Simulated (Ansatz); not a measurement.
```yaml
crystal:
  periodic: [false, false, false]
  atoms:
    - {symbol: C, position_ang: [-0.346093, 1.300431, -0.339492]}
    - {symbol: N, position_ang: [-0.298354, -0.134641, -0.176277]}
    - {symbol: C, position_ang: [0.851545, -0.563699, 0.583445]}
    - {symbol: Ge, position_ang: [-1.607732, -1.175489, -0.901711]}
    - {symbol: H, position_ang: [0.547769, 1.669747, -0.858962]}
    - {symbol: H, position_ang: [-0.393201, 1.808021, 0.632819]}
    - {symbol: H, position_ang: [-1.223998, 1.589179, -0.920050]}
    - {symbol: H, position_ang: [0.849605, -1.646676, 0.691945]}
    - {symbol: H, position_ang: [0.852727, -0.109344, 1.583408]}
    - {symbol: H, position_ang: [1.784235, -0.260957, 0.088611]}
    - {symbol: H, position_ang: [-0.951003, -2.533572, -0.363035]}
basis:
  gaussian: {orbitals: def2-TZVPD, final_grid: {core_spheres: 1, valence_spheres: 1, degree: 3}}
hamiltonian: {xc: {name: wB97M-V}}
accuracy: high
scf: {lower_state_search: full}
output: {forces: true}
```

```sh
$ ansatz run in.yaml --threads 4 --pin off --events-out ev --progress --plain --max-ram 10444MiB
```

Shortened log:

```
Functional definition: wB97M-V
3790 factors; integrals over basis functions are off by at most 4.8e-9 eV
607 factors; integrals over basis functions are off by at most 2.3e-9 eV
mean field evaluation 1: about -60186.3211 eV, gradient 5.1e1 eV
mean field evaluation 2: about -60154.8652 eV, gradient 2.5e2 eV
mean field evaluation 4: about -60208.2377 eV, gradient 1.8e2 eV
mean field evaluation 8: about -60236.4821 eV, gradient 3.5e0 eV
mean field evaluation 16: about -60236.5636 eV, gradient 4.4e-2 eV
mean field evaluation 32: about -60236.5636 eV, gradient 4.9e-6 eV
mean field -60236.56361467 eV, -2213.6528830297 hartree, gradient 8.2e-8 eV, S^2 0.000000; 0 other end points of the search recorded, 0 dependent functions left out
reference -60236.56361545 eV, -2213.6528830586 hartree; 29, 29 occupied and 199, 199 virtual orbitals, 3790 factors
Total energy: -60236.56361545 eV, -2213.6528830586 hartree
Atom 0 at    -0.346093     1.300431    -0.339492 Å, force    -0.498895    -6.593750     0.253396 eV/Å
Atom 1 at    -0.298354    -0.134641    -0.176277 Å, force    -4.415778     0.238902    -2.831227 eV/Å
Atom 2 at     0.851545    -0.563699     0.583445 Å, force    -5.545933     1.434087    -3.469661 eV/Å
Atom 3 at    -1.607732    -1.175489    -0.901711 Å, force    17.408015     6.916760    10.274368 eV/Å
Atom 4 at     0.547769     1.669747    -0.858962 Å, force    -4.202812    -3.607231     1.908555 eV/Å
Atom 5 at    -0.393201     1.808021     0.632819 Å, force    -0.413388    -4.164502    -4.071805 eV/Å
Atom 6 at    -1.223998     1.589179    -0.920050 Å, force     5.045789    -0.104762     3.194920 eV/Å
Atom 7 at     0.849605    -1.646676     0.691945 Å, force     1.617868     5.245340     0.468604 eV/Å
Atom 8 at     0.852727    -0.109344     1.583408 Å, force    -1.677095    -2.604404    -5.333249 eV/Å
Atom 9 at     1.784235    -0.260957     0.088611 Å, force    -5.709037    -1.940828     1.103508 eV/Å
Atom 10 at    -0.951003    -2.533572    -0.363035 Å, force    -1.608733     5.180387    -1.497409 eV/Å
Dipole moment:     0.422029     0.275340     0.238937 e Å
```

In this input the integration grid is far too coarse. The run converged. The result belongs to that input, not to the molecule as meant.
